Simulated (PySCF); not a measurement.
These are TPSSh-D3(BJ)/def2-TZVP // r2SCAN-D4/def2-SVP (PySCF) values and carry that method's errors. Isolated molecules, 0 K electronic values unless said otherwise. One relaxed conformer stands for a flexible species; it need not be the lowest. 

Reference species: [Cd(NH2)2] (neutral, multiplicity 1).

- charge on the central atom (Mulliken) = 0.75 e
- LUMO = -0.92 eV
- HOMO = -5.91 eV

Changed species: [Cd(OH)(NH2)] (1 of 2 OH replaced by NH2; the reference has 2 of 2 OH replaced by NH2).

### Question
Predict the effect on the charge on the central atom (Mulliken), LUMO and HOMO.

### Answer
the charge on the central atom (Mulliken) rises by 0.03 e, to 0.78 e; the LUMO falls by 0.45 eV, to -1.37 eV; the HOMO falls by 0.44 eV, to -6.35 eV.
